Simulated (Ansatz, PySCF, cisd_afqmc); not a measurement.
Species: HI, charge 0, singlet. HI (SMILES I).
B3LYP-D3(BJ)/def2-TZVP minimum from Ansatz (a first-principles code):
```
I
H 1 1.6155
```

Atomisation energy term by term, kcal/mol (programs: Ansatz, cisd_afqmc). Radicals and triplets start from unrestricted determinants; spin-orbit coupling is neglected. Correlated methods leave the cores frozen (noble-gas shells, and filled d and f shells in the p block). Past Kr the def2 sets carry scalar-relativistic core potentials. The Monte Carlo rows (phaseless AFQMC, CISD trial, step 0.005/hartree) carry one-sigma bars that omit the constraint's bias. Outlying blocks are dropped, and bars are widened where a walk drifts. Over all cases where full CI ran beside it in this data, AFQMC minus full CI had a median of +0.1 mEh and passed +0.4 mEh in a tenth of the cases. CBS(X,Y): correlation extrapolated as X^-3, Hartree-Fock from the larger set. A bracket is a step between two methods taken in the basis named. For partners of very few electrons the exact lower level stands in for a higher one. Spin-orbit terms, left out, reach several kcal/mol for Br and I, and more for heavier atoms.

```csv
term,basis,kcal/mol
Hartree-Fock,def2-QZVPP,52.86
CCSD correlation,"CBS(def2-TZVPP,def2-QZVPP)",25.63
(T),"CBS(def2-TZVPP,def2-QZVPP)",1.32
CCSDT(Q) - CCSD(T),def2-QZVPP,0.05
CCSDTQ - CCSDT(Q),def2-TZVPP,0.00
minus zero-point energy,Hessian by PySCF at B3LYP-D3(BJ)/def2-TZVP,-3.29
sum: D0,,76.6
```

The step beyond CCSD(T) by other levels: CCSDTQ in def2-SVP 0.10; AFQMC/CISD in def2-SVP 0.13 ± 0.13; CCSDT(Q) in def2-SVP 0.10; CCSDTQ in def2-TZVPP 0.08; AFQMC/CISD in def2-TZVPP 0.40 ± 0.14; CCSDT(Q) in def2-TZVPP 0.07 kcal/mol.
